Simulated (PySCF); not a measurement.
Species: C5H5FN2.
Geometry (GFN2-xTB, Å), atoms numbered from 1 in this order:
```xyz
13
C5H5FN2 angstrom
C      2.1737   -0.6492    0.3038
C      1.4008    0.3004   -0.2155
C     -0.0364    0.3256   -0.1864
C     -0.9183    1.2533   -0.6914
N     -2.2048    0.8875   -0.4428
C     -2.1064   -0.2339    0.1968
F     -3.1109   -0.9667    0.6468
N     -0.8341   -0.6429    0.3927
H      1.7773   -1.5137    0.8107
H      3.2457   -0.5933    0.2394
H      1.8435    1.1508   -0.7152
H     -0.7077    2.1611   -1.2182
H     -0.5267   -1.4785    0.8615
```

Computed at PBE0/pcSseg-1 (PySCF, non-relativistic), with Q(14N) = 0.02044 b: N5, 14N (I = 1): χzz = -4.219 MHz, η = 0.136; N8, 14N (I = 1): χzz = -3.512 MHz, η = 0.126.

**Question.** Find the zero-field quadrupole resonance frequencies of 14N at N5.

**Answer.** From ν± = (3/4)|χ|(1 ± η/3) and ν0 = |χ|η/2: ν+ 3.308 MHz, ν− 3.020 MHz, ν0 0.287 MHz (pyridine-type nitrogen).

**Question.** Where would the pure quadrupole (NQR) lines of 14N at N8 fall for the rigid, isolated species?

**Answer.** From ν± = (3/4)|χ|(1 ± η/3) and ν0 = |χ|η/2: ν+ 2.744 MHz, ν− 2.523 MHz, ν0 0.221 MHz (pyrrole-type nitrogen).

In a crystal, neighbours and librations shift these lines. GFN2-xTB bond lengths can be off by several hundredths of an ångström, more for odd bonds, and the gradients follow them. These gradients aren't converged with respect to the basis.

One conformer stands for the species.
